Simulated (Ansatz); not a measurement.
A CCSD(T) single point on C$_{3}$H$_{11}$InSi (`C[Si](C)(C)[InH2]`).

```yaml
crystal:
  periodic: [false, false, false]
  atoms:
    - {symbol: C, position_ang: [-0.487970, 0.640390, -1.715106]}
    - {symbol: Si, position_ang: [0.011268, -0.027399, -0.027095]}
    - {symbol: C, position_ang: [1.763595, 0.552949, 0.352080]}
    - {symbol: C, position_ang: [-0.002411, -1.907275, -0.087161]}
    - {symbol: In, position_ang: [-1.587734, 0.872015, 1.797635]}
    - {symbol: H, position_ang: [0.212755, 0.292730, -2.481166]}
    - {symbol: H, position_ang: [-1.487609, 0.304320, -2.001872]}
    - {symbol: H, position_ang: [-0.485761, 1.732950, -1.727465]}
    - {symbol: H, position_ang: [2.117028, 0.171061, 1.313142]}
    - {symbol: H, position_ang: [1.828263, 1.643450, 0.378288]}
    - {symbol: H, position_ang: [2.451221, 0.194956, -0.421174]}
    - {symbol: H, position_ang: [-0.996976, -2.292005, -0.326076]}
    - {symbol: H, position_ang: [0.690896, -2.270723, -0.852511]}
    - {symbol: H, position_ang: [0.297836, -2.337527, 0.871347]}
    - {symbol: H, position_ang: [-2.028677, 2.552945, 1.891055]}
    - {symbol: H, position_ang: [-2.295734, -0.122828, 3.036077]}
basis:
  gaussian: {orbitals: def2-SVP}
correlation: {method: ccsd_t}
```

```sh
$ ansatz run in.yaml --threads 4 --pin off --events-out ev --progress --plain --max-ram 11315MiB
```

Output of Ansatz, abridged:

```
Functional definition: HF
1516 factors; integrals over basis functions are off by at most 1.2e-3 eV
mean field evaluation 1: about -16268.0371 eV, gradient 3.4e1 eV
mean field evaluation 2: about -16268.0436 eV, gradient 3.4e1 eV
mean field evaluation 4: about -16271.6023 eV, gradient 3.1e0 eV
mean field evaluation 8: about -16271.6447 eV, gradient 9.5e-2 eV
mean field evaluation 16: about -16271.6374 eV, gradient 3.4e-1 eV
mean field -16271.64472350 eV, -597.9719142718 hartree, gradient 1.9e-6 eV, S^2 0.000000; 0 other end points of the search recorded, 0 dependent functions left out
12 core orbitals not correlated: weight in the atoms' cores, before any rotation towards them, 1.000 or more for the frozen orbitals, at most 0.000 for the correlated occupied ones
reference -16271.64472350 eV, -597.9719142718 hartree; 20, 20 occupied and 109, 109 virtual orbitals, 1516 factors
second order -17.14677384 eV of doubles, -0.00000000 eV of singles
cycle   1  -18.60676109 eV  change    -1.5e0 eV  update   9.7e-2
cycle   2  -19.18584436 eV  change   -5.8e-1 eV  update   3.0e-2
cycle   3  -19.25395292 eV  change   -6.8e-2 eV  update   9.9e-3
cycle   4  -19.25262760 eV  change    1.3e-3 eV  update   2.9e-3
cycle   5  -19.25204683 eV  change    5.8e-4 eV  update   9.4e-4
cycle   6  -19.25188704 eV  change    1.6e-4 eV  update   3.1e-4
cycle   7  -19.25183178 eV  change    5.5e-5 eV  update   1.1e-4
cycle   8  -19.25182925 eV  change    2.5e-6 eV  update   4.0e-5
perturbative correction -0.57173547 eV, -0.0210108910 hartree
Total energy: -16291.46828822 eV, -598.7004168384 hartree
```

It took 31 s on 4 threads of an Arm Neoverse V1 on a shared host, with 1.2 GiB of host memory at the peak.

Correlation energy per correlated electron: -0.496 eV. T1 diagnostic: 0.0092.
